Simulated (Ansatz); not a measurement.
Ansatz (a program for electronic structure) input:

Ansatz 0.2 input:
```yaml
crystal:
  periodic: [false, false, false]
  atoms:
    - {symbol: Si, position_ang: [0.06708357, -0.10995064, -0.06784733]}
    - {symbol: C, position_ang: [-1.79940607, 0.20667418, 0.01284857]}
    - {symbol: O, position_ang: [0.59601424, -1.35201267, -0.84997448]}
    - {symbol: O, position_ang: [0.65193432, 1.36863554, -0.67677319]}
    - {symbol: O, position_ang: [0.49729219, -0.11802575, 1.57954865]}
    - {symbol: H, position_ang: [-2.31260600, -0.63555119, 0.48491456]}
    - {symbol: H, position_ang: [-2.21141503, 0.33725419, -0.99152264]}
    - {symbol: H, position_ang: [-2.02435739, 1.10824031, 0.59146129]}
    - {symbol: H, position_ang: [1.32528174, 1.14452846, -1.32623896]}
    - {symbol: H, position_ang: [1.11843709, -0.84398483, 1.69174908]}
basis:
  gaussian:
    orbitals: def2-SVP
hamiltonian:
  xc: {name: PBE0}
total_charge: -1
```

**Question.** What final total energy does it print?

**Answer.** -555.73568 Eh (PBE0/def2-SVP). The basis has 99 functions.

It need not be the lowest isomer of its formula. Whether it binds its extra electron was not tested at this geometry.
